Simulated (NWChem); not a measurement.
Molecule: C$_{6}$H$_{6}$; SMILES C=C1C=CC=C1

Results from NWChem. Pople sets run with spherical d functions. The geometry was optimised at PBE0/def2-SVP.

Question: Order these by “highest occupied level (eV)”, lowest first: B3LYP/def2-SVP; B3LYP/6-31G*; B3LYP/STO-3G.

Answer: B3LYP/def2-SVP (-6.04), B3LYP/6-31G* (-5.78), B3LYP/STO-3G (-4.19)
